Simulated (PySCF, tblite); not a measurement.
Isomers of C6H5F2O2 (doublet state). All values are computed: GFN2-xTB (tblite) harmonic vibrations without scaling, gas phase. Errors from tens to a few hundred cm⁻¹ against measured bands are possible. One conformer each. Open shells enter through the occupations alone, without spin polarisation, and single modes of such species can be off by tens of per cent.

Electronic energies: B3LYP/pcH-1 single points on the GFN2-xTB geometries (PySCF, gas phase).

```json
{"SMILES": "C#C/C(=C\\O[CH2])OC(F)F", "electronic energy, lowest = 0 (kJ/mol)": "298.4"}
{"SMILES": "O=C1C=C[CH][C@@H]1OC(F)F", "electronic energy, lowest = 0 (kJ/mol)": "0.0"}
{"SMILES": "O=C1C=CC[C@@H]1O[C](F)F", "electronic energy, lowest = 0 (kJ/mol)": "93.8"}
{"SMILES": "C#C[C@@H]1CO[C@H](F)O[C]1F", "electronic energy, lowest = 0 (kJ/mol)": "207.0"}
```

Task: How do GFN2-xTB zero-point energies change the relative energies?

Result: 
```json
{"SMILES": "O=C1C=C[CH][C@@H]1OC(F)F", "ZPE (kJ/mol)": "257.4", "of it from modes above 1550 cm⁻¹": "100.9", "electronic (kJ/mol)": "0.0", "with ZPE, lowest = 0 (kJ/mol)": "0.0", "lowest mode (cm⁻¹)": "48", "rings": "1"}
{"SMILES": "O=C1C=CC[C@@H]1O[C](F)F", "ZPE (kJ/mol)": "256.8", "of it from modes above 1550 cm⁻¹": "111.1", "electronic (kJ/mol)": "93.8", "with ZPE, lowest = 0 (kJ/mol)": "93.2", "lowest mode (cm⁻¹)": "37", "rings": "1"}
{"SMILES": "C#C[C@@H]1CO[C@H](F)O[C]1F", "ZPE (kJ/mol)": "257.7", "of it from modes above 1550 cm⁻¹": "104.1", "electronic (kJ/mol)": "207.0", "with ZPE, lowest = 0 (kJ/mol)": "207.3", "lowest mode (cm⁻¹)": "53", "rings": "1"}
{"SMILES": "C#C/C(=C\\O[CH2])OC(F)F", "ZPE (kJ/mol)": "243.6", "of it from modes above 1550 cm⁻¹": "116.0", "electronic (kJ/mol)": "298.4", "with ZPE, lowest = 0 (kJ/mol)": "284.6", "lowest mode (cm⁻¹)": "21", "rings": "0"}
```

The zero-point energies span 14.1 kJ/mol, from `C#C/C(=C\O[CH2])OC(F)F` to `C#C[C@@H]1CO[C@H](F)O[C]1F`. The order is unchanged.

Task: And how do the electronic energies of GFN2-xTB itself compare?

Result: `O=C1C=C[CH][C@@H]1OC(F)F` 0.0; `O=C1C=CC[C@@H]1O[C](F)F` 64.8; `C#C[C@@H]1CO[C@H](F)O[C]1F` 129.0; `C#C/C(=C\O[CH2])OC(F)F` 232.9 kJ/mol, lowest = 0. Against the energies above, taken from the same isomer `O=C1C=C[CH][C@@H]1OC(F)F`, the largest difference is 78.0 kJ/mol.

Task: What do entropy and thermal enthalpy add at 298.15 K and 1 bar (rigid rotor, harmonic oscillator, one conformer each)?

Result: 
| SMILES | point group | symmetry number | S (J/(mol K)) | H − H(0) (kJ/mol) | ZPE + H − H(0) − TS (kJ/mol) |
| --- | --- | --- | --- | --- | --- |
| O=C1C=C[CH][C@@H]1OC(F)F | C1 | 1 | 403.6 | 26.04 | 163.1 |
| O=C1C=CC[C@@H]1O[C](F)F | C1 | 1 | 414.6 | 27.09 | 160.3 |
| C#C[C@@H]1CO[C@H](F)O[C]1F | C1 | 1 | 403.4 | 26.71 | 164.1 |

S holds R ln(2S + 1) for the spin.

Not tabulated: `C#C/C(=C\O[CH2])OC(F)F` (lowest mode only 21 cm⁻¹).
